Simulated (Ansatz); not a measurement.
The same path of CH$_{6}$SeSi (9 atoms, charge 0, multiplicity 1) was run 3 times with different band settings. Lost on the way: Si2–H8. Made: Se3–H8.

The calculation used RKS PBE-D4/def2-SVP (Ansatz 0.2.0).

Relaxed end points:

```xyz
9
Properties=species:S:1:pos:R:3
C -0.869 0.613 -0.599
Si 0.490 -0.631 -0.195
Se 1.854 0.074 1.528
H -1.473 0.257 -1.460
H -0.433 1.598 -0.854
H -1.549 0.748 0.266
H 1.444 -0.793 -1.346
H -0.116 -1.972 0.131
H 0.741 0.059 2.513
```

```xyz
9
Properties=species:S:1:pos:R:3
C -0.996 0.815 -0.764
Si -0.442 -1.030 -0.446
Se 1.352 -0.273 1.257
H -1.498 0.800 -1.758
H -0.201 1.589 -0.821
H -1.766 1.144 -0.035
H 0.835 -0.962 -1.340
H 2.081 -1.568 1.308
H 0.723 -0.562 2.582
```

Common settings: spring 5.0 eV/Å²; optimiser quadratic models (default); force threshold 0.03 eV/Å; iteration limit 60; end points relaxed.

| run | movable images | climbing image | start path |
| --- | --- | --- | --- |
| 1 | 5 | yes | through a guess of the saddle point |
| 2 | 5 | yes | straight line |
| 3 | 4 | no | through a guess of the saddle point |

(1) What does each run give, and how far can it be trusted?

Answers

(1) Run 1: converged after 10 iterations, highest image 2.508 eV above the first end. Neighbouring images differ by up to 1.4 eV, so the band resolves the path poorly. A vibrational analysis at the climbing image gives one clearly imaginary mode, 517i cm⁻¹: a first-order saddle point.
Run 2: converged after 10 iterations, highest image 2.508 eV above the first end. Neighbouring images differ by up to 1.4 eV, so the band resolves the path poorly. Another band between the same ends (5 images) ends at a top of the same energy, where a vibrational analysis finds 1 clearly imaginary mode.
Run 3: converged after 9 iterations, highest image 2.465 eV above the first end. Neighbouring images differ by up to 1.3 eV, so the band resolves the path poorly. No image climbed, so the highest image needn't sit at the top of the path.
The orbitals stay closed-shell, which can raise the energy where a bond breaks towards radicals; this wasn't checked here.
